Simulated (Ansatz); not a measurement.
Reactions of `[SH][Sn]([SH])([Cl])[Cl]`.

Calculated with Ansatz (gas phase, PBE0-D4/def2-TZVP geometries, no zero-point term in ΔE). CCSD(T)/CBS adds triple-zeta CCSD(T) − MP2 to the extrapolated MP2 energy (def2 sets, frozen cores). This one scheme is used for every species. Functionals use def2-TZVPP. def2 core potentials past Kr. For Ge, Sn outer-core shells are correlated without core-valence functions, which leaves a few kJ/mol of doubt a bond. Scalar relativity is left out up to krypton. One conformer a species, not always the lowest.

| reaction | CCSD(T)/CBS(def2) (kcal/mol) |
| --- | --- |
| `[SH][Sn]([SH])([Cl])[Cl]` + `O[SiH](F)[SiH2]Cl` → `[SH][Sn]([Cl])([Cl])[Cl]` + `O[SiH](F)[SiH2]S` | ? |
| `[SH][Sn]([SH])([Cl])[Cl]` + `C[O][Ge][F]` → `C[O][Sn]([SH])([Cl])[Cl]` + `[F][Ge][SH]` | 10.3 |
| `[SH][Sn]([SH])([Cl])[Cl]` → `[Cl][Sn][Cl]` + `SS` | 32.0 |
| `[SH][Sn]([SH])([Cl])[Cl]` + H₂ → `[SH][SnH]([Cl])[Cl]` + H₂S | 11.5 |

(1) Fill in the missing values. (An estimate is asked.)

Largest T1 diagnostic: 0.015, for `C[O][Ge][F]`.

## Answers

(1) Computed: `[SH][Sn]([SH])([Cl])[Cl]` + `O[SiH](F)[SiH2]Cl` → `[SH][Sn]([Cl])([Cl])[Cl]` + `O[SiH](F)[SiH2]S`: +3.4 kcal/mol.
